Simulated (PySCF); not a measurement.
# CeSI, doublet: data card

All numbers come from UPBE0/[Ce def2-SVP with ECP28, S def2-SVP, I def2-SVP with ECP28], scalar-relativistic core potentials, density fitting, no spin–orbit coupling, PySCF.

The structure is a minimum.

```
Point group                                                                   : Cs
Bond lengths                                                                  : Ce–I 2.966 Å, Ce–S 2.325 Å
Bond angles                                                                   : I–Ce–S 115.2°
Principal polarisabilities                                                    : 51.1, 71.4, 127.1 bohr³
Lowest empty level (α)                                                        : -2.41 eV
Zero-point energy                                                             : 4.3 kJ/mol
Heat capacity Cp at 298.15 K                                                  : 54.8 J/(mol K)
Highest occupied level (α)                                                    : -6.35 eV
Dipole moment                                                                 : 7.61 D
Enthalpy at 298.15 K above 0 K                                                : 14.26 kJ/mol
Rotational constants                                                          : 0.178, 0.02157, 0.01924 cm⁻¹
Spin squared ⟨S²⟩                                                             : 0.754
Entropy at 298.15 K and 1 bar (electronic part: spin only)                    : 340.6 J/(mol K)
Rotational symmetry number                                                    : 1
Principal quadrupole moments (Buckingham, traceless) about the centre of mass : -28.71, 11.12, 17.59 D Å
```

Harmonic modes (masses in u: Ce 139.905, S 31.972, I 126.904):
| symmetry | ω (cm⁻¹) | IR (km/mol) | type |
| --- | --- | --- | --- |
| a' | 60 | 6.3 | bend |
| a' | 174 | 36.2 | stretch |
| a' | 482 | 104 | stretch |

Charges (e):
```json
{"atom": "Ce1", "Mulliken": "0.79", "Löwdin": "0.26", "polar tensor": "1.59", "spin (Mulliken)": "1.07", "Mayer order to Ce1": "–"}
{"atom": "S2", "Mulliken": "-0.37", "Löwdin": "-0.06", "polar tensor": "-0.90", "spin (Mulliken)": "-0.06", "Mayer order to Ce1": "2.33"}
{"atom": "I3", "Mulliken": "-0.42", "Löwdin": "-0.20", "polar tensor": "-0.69", "spin (Mulliken)": "-0.01", "Mayer order to Ce1": "0.99"}
```

Mulliken populations on Ce1 (electrons outside its core potential): s 4.18, p 12.18, d 11.61, f 1.22.

Outer orbital energies (eV). α occupied: -16.23, -7.88, -7.23, -7.19, -6.99, -6.67, -6.64, -6.35; empty: -2.41, -1.61, -1.59, -1.35. β occupied: -18.00, -16.25, -7.80, -7.23, -7.19, -6.67, -6.62, -6.36; empty: -2.34, -1.54, -1.37, -0.87.

Formally Ce is in oxidation state +3, with 1 electron left for the f, d and s shells; the Mulliken f population is 1.22 and the spin on Ce 1.07.

This need not be the most stable arrangement of these atoms. Other spin states or occupations of the open shell can lie lower. The pruned grid is coarse for the open f shell: energies are uncertain by about 2 kJ/mol and soft modes are noisy. With an element this heavy the missing spin–orbit coupling can shift these numbers.

The final relaxation and frequency run took roughly 21 core-minutes on a shared host.
